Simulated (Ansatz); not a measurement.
Cost and result for the atomization energy of CH₅AlClFOSi, SMILES `[CH3][Al]([Cl])[SiH](O)F` (11 atoms, 10 bonds).

```csv
atom,x (Å),y (Å),z (Å)
C1,1.243,1.632,0.423
Al2,0.568,-0.143,0.835
Cl3,1.168,-1.042,2.647
Si4,-1.004,-1.461,-0.545
O5,-2.235,-0.563,-1.164
F6,-0.140,-2.087,-1.752
H7,2.217,1.809,0.885
H8,0.557,2.393,0.811
H9,1.334,1.799,-0.654
H10,-1.686,-2.594,0.127
H11,-2.024,0.257,-1.613
```

Charge 0, multiplicity 1. The geometry is a stationary point of PBE0-D4/def2-TZVP. It is one conformer, not always the lowest. Program: Ansatz. All runs use 4 threads of an Intel Xeon 6975P-C on a shared host. Times are those of one run each, without the atoms' runs, and a repeat can differ threefold. Electronic energies, without spin–orbit coupling; frozen cores. CCSD(T)/CBS adds CCSD(T) − MP2 in def2-TZVPP to the MP2 limit, and its time is that of the two runs behind it. T1 = 0.011. B3LYP takes the VWN-RPA correlation (the form of Gaussian; ORCA's B3LYP/G).

CCSD(T)/CBS is a level of theory with its own doubt, some kJ/mol a heavy atom from the limit and from the frozen cores, so smaller differences don't rank the functionals.

| level | functions | wall time |
| --- | --- | --- |
| PBE-D4/def2-TZVPP (with forces) | 289 | 2.1 s |
| PBE0-D4/def2-TZVPP | 289 | 3 s |
| r2SCAN-D4/def2-TZVPP (with forces) | 289 | 3.8 s |
| B3LYP-D4/def2-TZVPP (with forces) | 289 | 4.1 s |
| B2PLYP/def2-TZVPP | 289 | 4.6 s |
| ωB97X-V/def2-TZVPP | 289 | 6 s |
| ωB97M-V/def2-TZVPP (with forces) | 289 | 8.5 s |
| MP2/def2-QZVPP | 531 | 19 s |
| CCSD(T)/def2-TZVPP | 289 | 82 s |
| CCSD(T)/CBS(def2) | – | 100 s |

What atomization energy does each give, and how far from CCSD(T)/CBS? (Estimate.)

Ansatz gave: 
```csv
level,atomization (kJ/mol),difference from CCSD(T)/CBS,per bond
PBE-D4/def2-TZVPP (with forces),4057.4,16.3,1.6
PBE0-D4/def2-TZVPP,3994.3,-46.8,-4.7
r2SCAN-D4/def2-TZVPP (with forces),4039.6,-1.5,-0.2
B3LYP-D4/def2-TZVPP (with forces),3994.7,-46.4,-4.6
B2PLYP/def2-TZVPP,3969.2,-71.9,-7.2
ωB97X-V/def2-TZVPP,4037.0,-4.1,-0.4
ωB97M-V/def2-TZVPP (with forces),4030.6,-10.5,-1.1
MP2/def2-QZVPP,4087.1,46.0,4.6
CCSD(T)/def2-TZVPP,3921.7,-119.4,-11.9
CCSD(T)/CBS(def2),4041.1,0.0,0.0
```

From PBE to PBE0 (25 % exact exchange), in def2-TZVPP and without D4, the atomization energy moves by −59.9 kJ/mol: exact exchange takes away binding that semilocal exchange gives to molecules. The D4 term adds +39.2 kJ/mol with B3LYP and +21.1 kJ/mol with PBE0; it sums over pairs of atoms, weighted by their polarisabilities, and B3LYP, whose exchange is more repulsive, gets the larger term. In def2-TZVPP, CCSD(T) changes the Hartree–Fock value by +921.9 kJ/mol (the triples alone add +56.5 kJ/mol) and MP2 by +1015.5 kJ/mol; breaking electron pairs costs correlation energy, which Hartree–Fock lacks.
